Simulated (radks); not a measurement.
Problem. These are the eigenvalues of the occupied orbitals of an atom or ion with whole-number occupations (Ry). Method: Dirac Kohn-Sham, PBE, spin-unpolarised, spherical densities, finite nucleus; Fermi nuclear charge, rms radius of each element as measured or else 0.836 A^(1/3) + 0.57 fm; computed with a radial shooting solver on a logarithmic mesh with Libxc functionals.

1s1/2: -603.6837
2s1/2: -72.32546
2p1/2: -63.11507
2p3/2: -61.82946
3s1/2: -8.40084
3p1/2: -5.60538
3p3/2: -5.44568
3d3/2: -0.96255
3d5/2: -0.94630

Which element is it, and in what charge state? The configuration may be excited. Open shells, if any, are shared by 2j + 1.

Solution. Z = 28, nickel, charge +1: Ni+ in [Ar] 3d9. The list shows which subshells hold electrons but not how many an open one holds; the 1s level, -301.84 hartree, gives Z - s = 24.6 by -(Z - s)^2/2, which with screening and relativity narrows Z to a few neighbours, and the depths of the outer levels then fix element, charge and occupations together.
